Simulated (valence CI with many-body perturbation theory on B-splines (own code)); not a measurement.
E1 transitions of Ir⁶³⁺

Computed by configuration interaction combined with many-body perturbation theory (CI+MBPT): four valence electrons over a frozen Dirac-Fock core [Ne], radial functions for each j: 11 s, 11 p, 9 d, 7 f, 5 g, 2 h, 1 i, with the one-electron correlation potential Σ1 (screened to all orders), the two-electron term Σ2, the three-electron term Σ3, Breit, model QED; selected single and double excitations, second order for the rest (own B-spline code, finite nucleus).

The last digits are not significant, and no measured levels were compared; by estimate large intervals hold to a few tenths of a per cent, small ones and those within an open d or f shell to about a per cent.

Lines 1 to 50 of 242 in falling wavelength, among levels below 1472.5 eV, chosen from the strongest by gf and those to the six lowest levels. Wavelengths and rates use the calculated energies. Electric multipoles are in the length gauge, E1 and E2 with the static RPA response of the core. Weak lines are less certain than strong ones. Lines between different terms over intervals too small for the method are left out, as are lines whose strength nearly cancels. The highest levels of a list are the least certain.

Levels are named by their leading jj configuration (3d3/2^4 stands for four electrons in 3d with j = 3/2), which in mixed levels can hold well under half, so a name can repeat and another be missing. Letters in brackets count levels of one name in rising energy.

```csv
λ vac (nm),Upper,Lower,A (s⁻¹),log gf,Branch %
8.523,(3s 3p1/2^2 3d3/2) J=2,(3s^2 3p1/2 3d3/2) J=1,8.61e+09,-1.33,14.4
8.432,(3s 3p1/2 3p3/2 3d5/2) J=4 [a],(3s^2 3p3/2 3d5/2) J=4,3.24e+09,-1.51,24.0
8.320,(3s 3p1/2 3p3/2 3d3/2) J=4,(3s^2 3p3/2 3d3/2) J=3,1.09e+10,-0.99,32.4
7.842,(3s 3p1/2 3p3/2 3d3/2) J=2 [c],(3s^2 3p3/2 3d3/2) J=2,7.27e+09,-1.47,0.4
7.735,(3s 3p1/2 3p3/2 3d5/2) J=4 [b],(3s^2 3p3/2 3d5/2) J=3,7.41e+09,-1.22,1.8
7.502,(3s 3p1/2 3p3/2 3d3/2) J=3 [b],(3s^2 3p3/2 3d3/2) J=2,4.65e+09,-1.56,0.1
7.338,(3s 3p1/2 3p3/2 3d5/2) J=3 [a],(3s^2 3p3/2 3d5/2) J=2,5.97e+09,-1.47,1.1
7.274,(3s 3p1/2^2 3p3/2) J=2,(3s^2 3p1/2 3p3/2) J=2,1.38e+10,-1.26,44.7
7.243,(3s 3p1/2 3p3/2 3d5/2) J=5,(3s^2 3p3/2 3d5/2) J=4,2.37e+10,-0.69,99.9
7.199,(3s 3p1/2 3p3/2 3d3/2) J=2 [d],(3s^2 3p3/2 3d3/2) J=1,8.87e+09,-1.46,0.2
7.178,(3s 3p1/2 3p3/2^2) J=3,(3s^2 3p3/2^2) J=2,1.62e+10,-1.06,3.1
7.107,(3p1/2^2 3p3/2 3d3/2) J=2,(3s 3p1/2 3p3/2 3d3/2) J=3 [b],7.16e+09,-1.57,1.5
7.064,(3s 3p1/2 3p3/2 3d5/2) J=4 [c],(3s^2 3p3/2 3d5/2) J=3,1.47e+10,-1.00,0.8
7.050,(3s 3p1/2 3p3/2 3d3/2) J=1 [c],(3s^2 3p3/2 3d3/2) J=1,1.63e+10,-1.44,0.4
6.961,(3s 3p1/2^2 3d5/2) J=3,(3s^2 3p1/2 3d5/2) J=3,1.92e+10,-1.01,6.3
6.920,(3s 3p1/2 3p3/2^2) J=1 [a],(3s^2 3p3/2^2) J=0,1.27e+10,-1.56,0.8
6.907,(3s 3p1/2^2 3d5/2) J=3,(3s^2 3p1/2 3d5/2) J=2,3.12e+10,-0.81,10.2
6.889,(3s 3p1/2 3p3/2 3d5/2) J=1 [c],(3s^2 3p3/2 3d5/2) J=1,2.00e+10,-1.37,1.7
6.888,(3s 3p1/2 3p3/2 3d5/2) J=3 [b],(3s^2 3p3/2 3d5/2) J=2,1.89e+10,-1.03,2.4
6.883,(3s 3p1/2 3p3/2 3d3/2) J=3 [c],(3s^2 3p3/2 3d3/2) J=3,2.14e+10,-0.97,0.6
6.882,(3s 3p1/2^2 3p3/2) J=2,(3s^2 3p1/2 3p3/2) J=1,1.71e+10,-1.22,55.3
6.860,(3s 3p1/2 3p3/2 3d5/2) J=1 [a],(3s^2 3p3/2 3d5/2) J=2,1.43e+10,-1.52,2.0
6.827,(3p1/2^2 3p3/2 3d3/2) J=2,(3s 3p1/2 3p3/2 3d3/2) J=2 [c],1.29e+10,-1.35,2.7
6.796,(3s 3p1/2 3p3/2 3d5/2) J=2 [c],(3s^2 3p3/2 3d5/2) J=1,1.62e+10,-1.25,1.0
6.729,(3s 3p1/2 3p3/2 3d3/2) J=3 [a],(3s 3p1/2 3p3/2^2) J=2 [b],5.44e+09,-1.59,5.3
6.714,(3s 3p1/2^2 3d3/2) J=1,(3s^2 3p1/2 3d3/2) J=2,3.90e+10,-1.10,61.6
6.567,(3s 3p1/2 3p3/2 3d5/2) J=2 [b],(3s^2 3p3/2 3d5/2) J=2,1.81e+10,-1.23,0.7
6.543,(3s 3p1/2 3p3/2 3d3/2) J=2 [b],(3s 3p1/2 3p3/2^2) J=1 [a],1.19e+10,-1.42,0.7
6.523,(3s 3p1/2 3p3/2 3d3/2) J=2 [b],(3s 3p1/2 3p3/2^2) J=2 [b],1.61e+10,-1.29,1.0
6.499,(3s 3p1/2 3p3/2 3d5/2) J=2 [d],(3s^2 3p3/2 3d5/2) J=1,1.68e+10,-1.27,0.4
6.446,(3s 3p1/2^2 3d3/2) J=2,(3s^2 3p1/2 3d3/2) J=2,2.96e+10,-1.04,49.4
6.443,(3s 3p1/2 3p3/2 3d5/2) J=3 [d],(3s^2 3p3/2 3d5/2) J=3,2.56e+10,-0.95,1.0
6.431,(3s 3p1/2^2 3d5/2) J=2,(3s^2 3p1/2 3d5/2) J=3,4.30e+10,-0.88,12.8
6.411,(3s 3p1/2 3p3/2 3d5/2) J=2 [c],(3s^2 3p3/2 3d5/2) J=3,1.75e+10,-1.27,1.1
6.385,(3s 3p1/2^2 3d5/2) J=2,(3s^2 3p1/2 3d5/2) J=2,1.08e+10,-1.48,3.2
6.384,(3s 3p1/2 3p3/2 3d5/2) J=4 [b],(3s^2 3p3/2 3d5/2) J=4,9.15e+09,-1.30,2.2
6.338,(3s 3p1/2 3p3/2 3d3/2) J=2 [a],(3s 3p1/2 3p3/2^2) J=3,1.26e+10,-1.42,2.7
6.230,(3s 3p1/2^2 3p3/2) J=1,(3s^2 3p1/2 3p3/2) J=2,4.84e+10,-1.07,4.6
6.203,(3s 3p1/2 3p3/2^2) J=2 [b],(3s^2 3p3/2^2) J=2,2.82e+10,-1.09,1.5
6.186,(3s 3p1/2 3p3/2^2) J=1 [a],(3s^2 3p3/2^2) J=2,2.12e+10,-1.44,1.3
6.146,(3s 3p1/2 3p3/2 3d5/2) J=2 [d],(3s^2 3p3/2 3d5/2) J=3,1.71e+10,-1.31,0.4
6.113,(3s 3p1/2 3p3/2 3d3/2) J=1 [d],(3s^2 3p3/2 3d3/2) J=2,2.13e+10,-1.45,0.3
6.108,(3p1/2^2 3p3/2^2) J=0,(3s 3p1/2 3p3/2^2) J=1 [a],8.78e+10,-1.31,4.4
6.011,(3s 3p1/2 3p3/2 3d5/2) J=3 [c],(3s^2 3p3/2 3d5/2) J=4,3.61e+10,-0.86,1.4
5.976,(3s 3p1/2^2 3d3/2) J=1,(3s 3p1/2^2 3p3/2) J=1,1.71e+10,-1.56,27.0
5.943,(3s^2 3p3/2^2) J=2,(3s^2 3p1/2 3d3/2) J=2,5.73e+08,-2.82,15.7
5.940,(3s 3p1/2^2 3p3/2) J=1,(3s^2 3p1/2 3p3/2) J=1,1.67e+10,-1.58,1.6
5.920,(3s 3p1/2 3p3/2 3d5/2) J=4 [c],(3s^2 3p3/2 3d5/2) J=4,2.20e+10,-0.98,1.3
5.919,(3s 3p1/2 3p3/2 3d3/2) J=2 [e],(3s^2 3p3/2 3d3/2) J=3,3.85e+10,-1.00,0.6
5.834,(3s 3p1/2 3p3/2^2) J=1 [b],(3s^2 3p3/2^2) J=2,2.04e+10,-1.51,0.4
```

(1) How does gf follow from A for the line at 6.961 nm?

Answers

(1) gf = 1.4992 × (2J+1)_upper × A / σ², with σ = 1436586 cm⁻¹ and 2J+1 = 7: gf = 0.0975.
